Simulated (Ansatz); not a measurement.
The free Pd atom, lowest solution found in each spin (singlets restricted, other states unrestricted); no spin–orbit coupling, and no relativity up to Kr.

Correlated levels freeze the inner cores; with def2 sets outer-core shells near the valence are correlated too. CBS: X⁻³ extrapolation of the correlation energy, Hartree–Fock from the larger set.

Programs: Ansatz (Gaussian basis) for Hartree–Fock, density functionals and correlated methods. Values without a source in brackets are computed. In def2 rows elements past Kr take small-core potentials, without spin–orbit coupling.

PBE/def2-TZVPP gives 70.4 kJ/mol for the energy of multiplicity 3 less that of multiplicity 1.

**Question.** How do the other levels lie against it? Give each less PBE: r2SCAN/def2-TZVPP, B3LYP/def2-TZVPP, wB97M-V/def2-TZVPP, B2PLYP/def2-TZVPP, CCSD(T)/CBS(def2-TZVPP, def2-QZVPP).

**Answer.** r2SCAN/def2-TZVPP -22.3; B3LYP/def2-TZVPP -4.0; wB97M-V/def2-TZVPP 28.2; B2PLYP/def2-TZVPP 6.7; CCSD(T)/CBS(def2-TZVPP, def2-QZVPP) 14.3 kJ/mol. 3 of 5 lie above PBE; the widest gap is to wB97M-V/def2-TZVPP.

Ansatz is an electronic-structure program.
